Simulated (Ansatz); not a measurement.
`C[Si]N` + `CCC` → `CC(C)[Si]N` + CH₄ at 298.15 K and 1 bar (formal exchange of groups at the Si–C bond).

Gas-phase electronic energies from Ansatz, PBE0-D4/def2-TZVP geometries. CBS: MP2 limit from def2 TZ/QZ plus the TZ coupled-cluster correction, frozen cores. This one scheme is used for every species. One conformer a species, not always the lowest.

| species | CCSD(T)/CBS energy (Eh) | H − E (kJ/mol) | S (J/(mol·K)) |
| --- | --- | --- | --- |
| `C[Si]N` | -384.84019 | 179.3 | 296.8 |
| `CCC` | -118.98051 | 285.9 | 268.4 |
| `CC(C)[Si]N` | -463.35613 | 337.0 | 348.7 |
| CH₄ | -40.46206 | 127.4 | 186.2 |

H − E and S are ideal-gas, rigid-rotor, harmonic terms from PBE0-D4/def2-TZVP, for one conformer and one mirror image of each species. 1 Eh = 2625.50 kJ/mol, R = 8.31446 J/(mol·K).

Task: By hand: ΔE, ΔH, ΔS and ΔG.

Result: ΔE = (-463.35613) + (-40.46206) − (-384.84019) − (-118.98051) = 0.00251 Eh = 6.6 kJ/mol. Δ(H − E) = 337.0 + 127.4 − 179.3 − 285.9 = -0.8, so ΔH = 5.8 kJ/mol. ΔS = 348.7 + 186.2 − 296.8 − 268.4 = -30.3 J/(mol·K). ΔG = 5.8 − 298.15 × (-30.3)/1000 = 14.8 kJ/mol.

Task: By hand: the equilibrium constant, and the temperature at which ΔG would vanish if ΔH and ΔS stayed fixed.

Result: log₁₀ K = −ΔG/(RT ln 10) = -2.6. ΔH and −TΔS have one sign here, so there is no such temperature. One of them is within its doubt of zero, so this could turn.

TΔS isn't small against ΔH here. A doubt of 5 kJ/mol in ΔE shifts log₁₀ K by 0.9 here. Other conformers and mirror images would add mixing entropy, several J/(mol·K) or more a flexible species. Modes under 60 cm⁻¹, often nearly free rotors, make the harmonic entropy too high. These are equilibria of isolated gas molecules and say nothing of rates. Largest T1 diagnostic: 0.013 (customary marks: 0.02 for closed shells, 0.045 for open ones).
